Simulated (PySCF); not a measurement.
C3H6BFO2, SMILES C=C(OC)B(O)F.

Coordinates come from a ωB97X-D3(BJ)/def2-SVP optimisation. The structure was generated by enumeration, and PubChem lists no compound with its InChIKey, so it may never have been made. One conformer was computed; it need not be the lowest.

Vertical ionisation energy (IE) and electron affinity (EA) in eV. Rows of orbital energies are one-electron estimates. Where ΔSCF, EOM or ADC give a negative EA the extra electron is unbound and the value depends on the basis.

| level | IE | EA |
|---|---|---|
| −ε(HOMO), −ε(LUMO), r2SCAN/def2-TZVP (PySCF) | (withheld) | (withheld) |
| −ε(HOMO), −ε(LUMO), PBE/def2-TZVP (PySCF) | 5.65 | 1.54 |

**Question.** Fill in the missing entries. (The exact figures need the calculation; the answer reports its results.)

**Answer.** 
- −ε(HOMO), −ε(LUMO), r2SCAN/def2-TZVP (PySCF), IE: 5.87
- −ε(HOMO), −ε(LUMO), r2SCAN/def2-TZVP (PySCF), EA: 1.34
